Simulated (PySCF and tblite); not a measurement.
The numbers below are computed, except where a source is named.
# Ring inversion: stationary points, barriers and rates

System: C5H8BF2N, numbered as in [F:1][B:2]([F:3])[C@H:4]1[CH2:5][CH2:6][CH:7]=[N:8][CH2:9]1.

Motion: inversion of the 6-membered ring (4–5–6–7–8–9). The path came from a restrained scan, a climbing-image band and a saddle search at GFN2-xTB; energies are PBE0/pcSseg-1 + D3(BJ), IEF-PCM dimethylsulfoxide//GFN2-xTB, thermal terms GFN2-xTB. Rates follow Eyring's equation with the number of equivalent paths and no tunnelling. Run with tblite and PySCF.

```json
{"point": "start (half-chair)", "symmetry": "C1", "E(GFN2) kcal/mol": "0.0", "E(DFT) kcal/mol": "0.0", "ZPE change kcal/mol": "0.00", "lowest mode cm⁻¹": "30", "dipole D": "3.26"}
{"point": "saddle (between boat and twist-boat)", "symmetry": "C1", "E(GFN2) kcal/mol": "4.1", "E(DFT) kcal/mol": "4.6", "ZPE change kcal/mol": "-0.01", "lowest mode cm⁻¹": "41i", "dipole D": "2.49"}
{"point": "end (half-chair)", "symmetry": "C1", "E(GFN2) kcal/mol": "0.0", "E(DFT) kcal/mol": "0.0", "ZPE change kcal/mol": "-0.02", "lowest mode cm⁻¹": "21", "dipole D": "3.00"}
```

| Property | Result |
| --- | --- |
| Electronic barrier | 4.6 kcal/mol |
| Barrier with zero-point energy | 4.6 kcal/mol |
| ΔH‡ (298 K) | 4.2 kcal/mol |
| ΔS‡ (298 K, symmetry apart) | -2.3 cal/(mol K) |
| Paths | 1 equivalent path |
| End point | a different minimum |
| Mean lifetime of the start against this motion at 298 K | 610 ps |
| Cost | 4.8 min on 1 thread of Intel Xeon @ 2.50GHz (shared host) (rough), peak memory 1.1 GiB, launched as `OMP_NUM_THREADS=1 python ens_run.py task.json out` |

```tsv
T/K	ΔG‡ kcal/mol	k s⁻¹	ΔG kcal/mol	k back s⁻¹
200	4.7	2.9×10⁷	-0.2	1.7×10⁷
250	4.8	3.3×10⁸	-0.3	2×10⁸
298	4.9	1.6×10⁹	-0.3	9.4×10⁸
350	5.0	5.7×10⁹	-0.4	3.2×10⁹
400	5.1	1.4×10¹⁰	-0.5	7.7×10⁹
```

ΔG and ΔG‡ leave out symmetry numbers and mirror images; rates count paths: 1 out, 1 back.
